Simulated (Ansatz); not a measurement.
Isolated molecules relaxed with PBE0-D4/def2-TZVP in Ansatz; ΔE leaves out vibrations. CCSD(T)/CBS is the MP2 limit (def2-TZVPP, def2-QZVPP) plus CCSD(T) − MP2 in def2-TZVPP, frozen cores. Functionals use def2-TZVPP. def2 core potentials past Kr. For Ga, In outer-core shells are correlated without core-valence functions, which leaves a few kJ/mol of doubt a bond. Scalar relativity is left out up to krypton. One conformer a species, not always the lowest.

Reaction (redistribution): `[OH][Ga]([SH])[Cl]` + `C[N](C)[InH2]` → `[OH][GaH][Cl]` + `C[N](C)[InH][SH]`

`[OH][Ga]([SH])[Cl]`:

Cartesian coordinates in Å:
```
O -0.798 -0.524 1.581
Ga 0.021 -0.044 0.087
S -1.109 0.918 -1.502
Cl 2.117 -0.431 -0.102
H -0.212 -0.940 2.218
H -0.020 1.021 -2.283
```

`C[N](C)[InH2]`:

```xyz
12

C    -0.884   -0.270   -1.082
N     0.013    0.023    0.003
C     0.103   -1.057    0.947
In    1.033    1.757    0.178
H    -0.938    0.564   -1.785
H    -0.566   -1.162   -1.646
H    -1.907   -0.470   -0.723
H     0.466   -1.984    0.474
H     0.789   -0.812    1.762
H    -0.876   -1.292    1.394
H     0.737    2.867   -1.090
H     2.030    1.836    1.567
```

`[OH][GaH][Cl]`:

```xyz
5

O    -0.845    0.215   -1.054
Ga    0.506   -0.169    0.027
Cl    0.103    0.104    2.116
H    -1.633    0.512   -0.592
H     1.869   -0.663   -0.496
```

`C[N](C)[InH][SH]`:

```xyz
13

C    -0.678    0.605   -1.000
N     0.214   -0.142   -0.158
C     1.239   -0.823   -0.903
In    0.090   -0.257    1.845
S    -1.697    0.960    2.852
H    -1.447    1.114   -0.414
H    -0.144    1.375   -1.579
H    -1.193   -0.043   -1.726
H     1.862   -0.120   -1.478
H     1.903   -1.384   -0.241
H     0.813   -1.537   -1.626
H     1.210   -1.177    2.741
H    -2.172    1.431    1.687
```

```tsv
level	ΔE (kJ/mol)	difference from CCSD(T)/CBS
ωB97X-V	-8.2	2.8
B2PLYP	-8.0	3.0
r2SCAN	-6.2	4.8
SCS-MP2/def2-TZVPP	-7.8	3.2
CCSD/def2-TZVPP	-5.9	5.1
CCSD(T)/def2-TZVPP	-5.7	5.3
HF/def2-QZVPP	-10.7	0.3
MP2/def2-QZVPP	-11.7	-0.7
HF/CBS(def2)	-10.9	0.1
CCSD/CBS(def2)	-11.2	-0.2
CCSD(T)/CBS	-11.0	0
```

Largest T1 diagnostic among the species: 0.017.
